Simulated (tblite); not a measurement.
A tight-binding relaxation on `FB(F)/C(B)=C(/Br)C(C)C`.

Computed with GFN2-xTB geometry optimisation, gas phase (tblite 0.8.0). Start geometry: from a force field or distance geometry. The command runs a driver script over a list of jobs; the input below is this job's line of settings and its coordinates in Å.

Command:
```bash
OMP_NUM_THREADS=1 python probes_run.py task.json out
```

Input:
```
{"job": {"kind": "relax", "xc": "GFN2-xTB", "basis": "xTB"}, "charge": 0, "multiplicity": 1}
B      2.640600    -1.365000    -0.561100
C      1.393800    -0.364000    -0.569800
B      1.613900     0.918500    -1.463700
F      2.691700     0.976300    -2.428200
F      0.915700     2.158300    -1.171200
C      0.266000    -0.623000     0.168000
Br     0.230800    -2.088600     1.434900
C     -0.971300     0.260900     0.117900
C     -2.259800    -0.583400     0.111500
C     -0.987200     1.245700     1.286700
H      2.605600    -2.397200     0.007400
H      3.608100    -1.113100    -1.169700
H     -1.014800     0.830000    -0.824900
H     -3.136300     0.073900    -0.090000
H     -2.223400    -1.339600    -0.689300
H     -2.429000    -1.081800     1.099600
H     -1.858900     1.927700     1.208300
H     -0.063600     1.861900     1.266900
H     -1.031600     0.711800     2.259300
```

Output:
```
step      E/eV     max force
  0    -853.24633    3.667
  1    -853.67143    2.501
  2    -853.84645    3.276
  3    -853.94600    0.815
  4    -853.97595    0.459
  5    -853.99550    0.239
  6    -853.99915    0.181
  7    -854.00498    0.201
  8    -854.00719    0.210
  9    -854.01114    0.152
... (137 lines left out)
147    -854.18235    0.018
148    -854.18240    0.022
149    -854.18245    0.016
150    -854.18249    0.017
151    -854.18252    0.017
152    -854.18257    0.022
153    -854.18262    0.026
154    -854.18269    0.020
155    -854.18274    0.013
156    -854.18276    0.009
```

«max force» is the largest atomic force in eV/Å.

Question: From which step on does the largest force stay under 0.1 eV/Å, and how much energy is left to gain from there?

Answer: From step 117 (0.075 eV/Å), 4.9 meV above the end.

Summary of the converged run: energy lowered by 21.6 kcal/mol over 156 steps; largest atomic force 0.009 eV/Å at the end.

Question: Give the final coordinates.

Answer: 0.615 Å rms from the input after alignment:
```
atom  x, y, z in Å
B1     2.3853   -1.3891   -0.2489
C2     1.3985   -0.2497   -0.7396
B3     1.5711    0.7324   -1.9172
F4     2.6177    0.6863   -2.7196
F5     0.7113    1.6931   -2.2273
C6     0.3530   -0.3002    0.0863
Br7    0.6728   -1.7278    1.3875
C8    -0.9296    0.4422    0.2110
C9    -2.1194   -0.4978    0.0049
C10   -1.0217    1.1462    1.5661
H11    2.3764   -2.4136   -0.8148
H12    3.2959   -1.0869    0.4210
H13   -0.9285    1.1954   -0.5838
H14   -3.0482    0.0644    0.0584
H15   -2.0632   -0.9808   -0.9685
H16   -2.1355   -1.2655    0.7767
H17   -1.9441    1.7185    1.6229
H18   -0.1829    1.8255    1.7036
H19   -1.0185    0.4165    2.3739
```

Time: 2.5 s wall. Hardware: one thread of an Arm Neoverse N1, no GPU (shared host).
Labels such as C1 count atoms from 1, the log's own numbers from 0.
